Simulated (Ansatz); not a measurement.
Relaxation of Cl$_{3}$FHOTa (7 atoms, charge 0, multiplicity 1), to a largest force component of 0.02 eV/Å in at most 40 steps.

Level of theory: RKS PBE/def2-SVP in Ansatz 0.2.0.

```xyz
7
Properties=species:S:1:pos:R:3
Ta 0.000 0.000 0.000
O 2.020 0.000 0.000
H 2.357 -0.531 0.790
Cl 0.000 0.000 2.470
Cl 0.000 0.000 -2.470
Cl -1.235 2.139 0.000
F -0.965 -1.671 0.000
```

Where does it end, and by what steps?

The forces met the threshold. After 6 steps the energy has fallen by 0.729 eV; H3 moved furthest, 0.37 Å.

| step | energy less start (eV) | largest force component (eV/Å) | accepted |
| --- | --- | --- | --- |
| 0 | 0.0000 | 2.452 | yes |
| 1 | -0.5004 | 1.645 | yes |
| 2 | -0.6792 | 1.258 | yes |
| 3 | -0.7229 | 0.445 | yes |
| 4 | -0.7274 | 0.154 | yes |
| 5 | -0.7289 | 0.026 | yes |
| 6 | -0.7292 | 0.016 | yes |

```xyz
7
Properties=species:S:1:pos:R:3
Ta -0.028 -0.026 -0.016
O 1.859 -0.061 0.021
H 2.457 -0.173 0.783
Cl -0.038 -0.189 2.347
Cl -0.005 -0.108 -2.357
Cl -0.979 2.075 0.034
F -1.087 -1.582 -0.023
```

Whether the end is a true minimum wasn't checked by a vibrational analysis.

The run took 13 s on 4 threads of Arm Neoverse V1, on a shared host, peak memory 0.19 GiB.
